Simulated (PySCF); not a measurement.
Exercise with solution: oscillator strength and radiative lifetime

5-fluorofuran-3-one (C4H3FO2), SMILES O=C1C=C(F)OC1.

Geometry: PBE0-D3(BJ)/def2-SVP. Other conformers were not sampled.

PySCF with TDA-PBE/def2-SVPD puts the first singlet state with f over 0.02 at 5.66 eV (vertical), with the transition dipole (0.393, -0.788, 0.000) in atomic units.

### Question
Find the oscillator strength, the wavelength and the radiative lifetime that this transition would have in vacuum if emission retraced absorption.

### Answer

|μ|² = 0.7754 au, so |μ| = 2.24 D. ΔE = 5.66/27.211 = 0.2080 hartree. f = (2/3) ΔE |μ|² = 0.108 (the program prints 0.108).
λ = 1239.84/5.66 = 219 nm; ν = 45651 cm⁻¹.
Einstein's coefficient A = 0.6670 ν² f s⁻¹ (ν in cm⁻¹) = 1.5e8 s⁻¹, so τ = 1/A = 6.7 ns. This state is S2; the lower singlet has f = 0.000. The figure is the radiative limit of this one transition; relaxation, internal conversion, crossing to triplets and a medium change what is measured.
